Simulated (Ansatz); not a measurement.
Two isomers of C4H6F4: A = `FCC(CF)C(F)F`, B = `CC(F)(CF)C(F)F`.

Gas-phase electronic energies from Ansatz, PBE0-D4/def2-TZVP geometries. CBS: MP2 limit from def2 TZ/QZ plus the TZ coupled-cluster correction, frozen cores. DFT in def2-TZVPP. B3LYP here is the variant with VWN-RPA as its local correlation; programs differ in this. One conformer a species, not always the lowest.

A:

Z-matrix (Å, degrees):
```
C
C 1 1.517
F 1 1.383 2 109.1
H 1 1.093 2 111.6 3 -119.1
H 1 1.091 2 110.8 3 119.0
C 2 1.515 1 111.1 3 65.6
C 2 1.513 1 111.2 3 -170.4
H 2 1.095 1 108.3 3 -53.4
F 6 1.383 2 109.7 1 -172.9
H 6 1.094 2 111.1 1 67.9
H 6 1.092 2 110.3 1 -53.7
F 7 1.362 2 110.3 1 -56.2
F 7 1.358 2 110.3 1 61.9
H 7 1.093 2 112.8 1 -177.0
```

B:

Z-matrix (Å, degrees):
```
C
C 1 1.509
H 1 1.091 2 110.7
H 1 1.089 2 109.6 3 -119.9
H 1 1.091 2 110.0 3 120.5
F 2 1.388 1 109.1 3 174.1
C 2 1.512 1 111.1 3 -67.0
C 2 1.527 1 112.4 3 57.7
F 7 1.377 2 110.9 1 175.4
H 7 1.093 2 110.2 1 55.3
H 7 1.093 2 108.9 1 -65.4
F 8 1.351 2 110.2 1 52.2
F 8 1.357 2 109.2 1 -65.8
H 8 1.092 2 112.0 1 173.4
```

Problem. Which is lower in electronic energy at CCSD(T)/CBS, and by how much? (Best estimate.)

Solution. Computed: B, by 3.6 kcal/mol.

Problem. Give E(B) − E(A) in kcal/mol with B3LYP-D4, MP2/def2-TZVPP, PBE-D4, LDA (SPW92), PBE0-D4, r2SCAN-D4, HF/def2-TZVPP. (Best estimate.)

Solution. Computed: B3LYP-D4 -3.3, MP2/def2-TZVPP -3.5, PBE-D4 -3.5, LDA (SPW92) -4.9, PBE0-D4 -3.4, r2SCAN-D4 -4.6, HF/def2-TZVPP -2.6. None reverses the order clearly.

Problem. Does the order hold for the free energy at 298.15 K (harmonic terms from PBE0-D4)? (Estimate.)

Solution. Ansatz gave: Yes: G(B) − G(A) = -4.0 kcal/mol, for one conformer each.

Largest T1 diagnostic: 0.011.

Leaving LDA and LC-ωPBE aside and taking each functional with its dispersion term where it has one, the values, not all of them listed here, spread over 1.6 kcal/mol, from B97M-V to B2PLYP. LDA lies −1.7 kcal/mol from PBE without D4. In def2-TZVPP, CCSD(T) changes the Hartree–Fock value by −0.9 kcal/mol (the triples alone add −0.2 kcal/mol) and MP2 by −0.9 kcal/mol.
